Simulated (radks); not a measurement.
Question: All-electron atom: Ar I in [Ne] 3s1 3p6 3d1 (not the ground configuration). All-electron calculation, non-relativistic Kohn-Sham, r2SCAN, spin-polarised, spherical densities, point nucleus; open shells are filled with parallel spins first; meta-GGA in the generalised Kohn-Sham scheme. Program: a radial shooting solver on a logarithmic mesh with Libxc functionals. Some entries of the table are withheld. Estimate them.

orbital  occ.  eigenvalue (hartree)  <r^2> (bohr^2)  <r> (bohr)
1s up       1             -115.1352        0.009988     0.08621
1s down     1             -115.1232        0.009989     0.08621
2s up       1             -11.42254          0.2039      0.4146
2s down     1             -11.41283          0.2039      0.4147
2p up       3              -8.95742          0.1761         (1)
2p down     3              -8.94488          0.1760         (2)
3s up       1              -1.25956           2.165       1.369
3s down     0              -1.18559           2.243       1.392
3p up       3              -0.70293           2.801       1.540
3p down     3              -0.64083           2.939       1.576
3d up       1              -0.02180           82.13       7.879

Answer: 
(1) 2p up <r> (bohr): 0.3766
(2) 2p down <r> (bohr): 0.3766
